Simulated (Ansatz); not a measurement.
Born–Oppenheimer molecular dynamics of BClF2 (4 atoms, charge 0, multiplicity 1). It starts from a relaxed structure.

The calculation used RKS BLYP/def2-SVP in Ansatz 0.2.0.

```
ensemble        : NVT, Langevin thermostat
time step       : 1 fs
steps asked     : 100
set temperature : 200 K
friction        : 0.05 /fs
seed            : 362857
```

Frames 5 fs apart, positions in Å.

Velocities at 30.0 fs (Å/ps):

```
F -0.59 -2.38 -0.07
B -4.81 -2.86 -0.97
F 4.23 -0.85 -3.57
Cl -4.76 -0.71 -0.28
```

```xyz
4
Properties=species:S:1:pos:R:3 time_fs=30.0 energy_less_start_eV=0.042 T=189
F -0.255 -1.325 -0.566
B -0.083 -0.110 -0.093
F -1.046 0.761 -0.444
Cl 1.255 0.415 0.922
4
Properties=species:S:1:pos:R:3 time_fs=35.0 energy_less_start_eV=0.024 T=158
F -0.248 -1.333 -0.571
B -0.107 -0.107 -0.100
F -1.029 0.756 -0.463
Cl 1.231 0.410 0.919
4
Properties=species:S:1:pos:R:3 time_fs=40.0 energy_less_start_eV=0.032 T=152
F -0.229 -1.334 -0.568
B -0.124 -0.085 -0.106
F -1.023 0.765 -0.486
Cl 1.218 0.412 0.913
4
Properties=species:S:1:pos:R:3 time_fs=45.0 energy_less_start_eV=0.030 T=121
F -0.206 -1.321 -0.565
B -0.129 -0.074 -0.117
F -1.021 0.779 -0.504
Cl 1.209 0.420 0.903
4
Properties=species:S:1:pos:R:3 time_fs=50.0 energy_less_start_eV=0.012 T=149
F -0.199 -1.323 -0.563
B -0.116 -0.087 -0.131
F -1.021 0.791 -0.508
Cl 1.199 0.428 0.902
4
Properties=species:S:1:pos:R:3 time_fs=55.0 energy_less_start_eV=0.018 T=101
F -0.201 -1.345 -0.563
B -0.102 -0.090 -0.133
F -1.023 0.813 -0.498
Cl 1.193 0.443 0.907
4
Properties=species:S:1:pos:R:3 time_fs=60.0 energy_less_start_eV=0.035 T=239
F -0.207 -1.354 -0.559
B -0.114 -0.108 -0.140
F -1.021 0.821 -0.482
Cl 1.190 0.463 0.913
4
Properties=species:S:1:pos:R:3 time_fs=65.0 energy_less_start_eV=0.095 T=137
F -0.215 -1.363 -0.553
B -0.131 -0.108 -0.173
F -1.006 0.830 -0.454
Cl 1.196 0.475 0.916
4
Properties=species:S:1:pos:R:3 time_fs=70.0 energy_less_start_eV=0.119 T=218
F -0.223 -1.359 -0.547
B -0.130 -0.081 -0.173
F -1.002 0.838 -0.426
Cl 1.195 0.479 0.916
4
Properties=species:S:1:pos:R:3 time_fs=75.0 energy_less_start_eV=0.073 T=216
F -0.224 -1.336 -0.542
B -0.101 -0.051 -0.134
F -1.006 0.843 -0.415
Cl 1.192 0.487 0.911
4
Properties=species:S:1:pos:R:3 time_fs=80.0 energy_less_start_eV=0.075 T=94
F -0.220 -1.315 -0.534
B -0.076 -0.050 -0.098
F -1.006 0.853 -0.415
Cl 1.194 0.497 0.905
4
Properties=species:S:1:pos:R:3 time_fs=85.0 energy_less_start_eV=0.055 T=230
F -0.213 -1.306 -0.517
B -0.080 -0.065 -0.093
F -1.002 0.863 -0.426
Cl 1.214 0.502 0.906
```

Of the whole run (100 fs, mean temperature of the second half 170 K): The mean temperature of the second half is 15 % below the set value. A run of 0.1 ps of so small a system gives no equilibrium averages.

Run time: 4.8 min on 1 thread of AMD EPYC (Zen 3), with other jobs on the host, peak memory 0.11 GiB.
